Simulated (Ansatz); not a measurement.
Consider the cleavage of the Si–Si bond: `[NH2][GaH][SiH2][SiH3]` + `OBCO` → `OCBO[SiH3]` + `[NH2][GaH][SiH3]`.

Isolated molecules relaxed with PBE0-D4/def2-TZVP in Ansatz; ΔE leaves out vibrations. CCSD(T)/CBS is the MP2 limit (def2-TZVPP, def2-QZVPP) plus CCSD(T) − MP2 in def2-TZVPP, frozen cores. DFT in def2-TZVPP. B3LYP here is the variant with VWN-RPA as its local correlation; programs differ in this. For Ga outer-core shells are correlated without core-valence functions, which leaves a few kJ/mol of doubt a bond. Scalar relativity is left out up to krypton. One conformer a species, not always the lowest.

`[NH2][GaH][SiH2][SiH3]`:

Z-matrix (Å, degrees):
```
Si
Ga 1 2.399
Si 1 2.339 2 110.6
H 1 1.492 2 110.9 3 119.8
H 1 1.492 2 111.3 3 -120.5
N 2 1.816 1 117.0 3 103.5
H 2 1.566 1 127.2 3 -74.5
H 3 1.489 1 109.8 2 -60.4
H 3 1.488 1 112.1 2 179.0
H 3 1.489 1 109.9 2 58.4
H 6 1.006 2 124.2 1 2.7
H 6 1.006 2 123.9 1 -178.9
```

`OBCO`:

```xyz
9

O     1.092   -0.087   -1.089
B     0.458    0.627   -0.125
C    -0.705   -0.088    0.631
O    -0.977   -1.415    0.230
H     1.801    0.383   -1.532
H     0.788    1.756    0.122
H    -0.482   -0.064    1.710
H    -1.615    0.526    0.527
H    -0.361   -1.640   -0.473
```

`OCBO[SiH3]`:

Z-matrix (Å, degrees):
```
C
B 1 1.568
O 1 1.415 2 111.4
H 1 1.103 2 108.1 3 123.3
H 1 1.103 2 107.9 3 -123.2
O 2 1.354 1 117.8 3 -179.5
H 2 1.203 1 122.0 3 0.5
H 3 0.959 1 108.7 2 -180.0
Si 6 1.654 2 132.1 1 179.9
H 9 1.482 6 108.1 2 121.7
H 9 1.483 6 108.2 2 -119.6
H 9 1.485 6 110.3 2 1.0
```

`[NH2][GaH][SiH3]`:

Cartesian coordinates in Å:
```
N -1.422 -1.178 -0.701
Ga 0.233 -0.438 -0.819
Si 0.882 1.069 0.936
H -1.802 -1.821 -1.374
H -2.069 -0.993 0.047
H 1.072 -0.867 -2.071
H 2.103 0.580 1.636
H -0.193 1.229 1.955
H 1.196 2.420 0.391
```

Task: Is it downhill or uphill in electronic energy at CCSD(T)/CBS, and by how much? (Estimate.)

Result: The calculation gave: Downhill: ΔE = -64.4 kJ/mol.

Task: What do these levels give: B3LYP-D4, ωB97X-V, PBE, B3LYP, HF/def2-QZVPP, MP2/CBS(def2)? (Best estimate.)

Result: Ansatz gave: B3LYP-D4 -64.2, ωB97X-V -63.5, PBE -38.7, B3LYP -68.3, HF/def2-QZVPP -100.3, MP2/CBS(def2) -69.4 kJ/mol.

Largest T1 diagnostic among the species: 0.015.

In def2-TZVPP, CCSD(T) changes the Hartree–Fock value by +33.4 kJ/mol (the triples alone add +4.9 kJ/mol) and MP2 by +28.4 kJ/mol. The D4 term adds +4.1 kJ/mol with B3LYP and +2.2 kJ/mol with PBE0; it sums over pairs of atoms, weighted by their polarisabilities, and B3LYP, whose exchange is more repulsive, gets the larger term. From PBE to PBE0 (25 % exact exchange), in def2-TZVPP and without D4, ΔE moves by −8.0 kJ/mol.
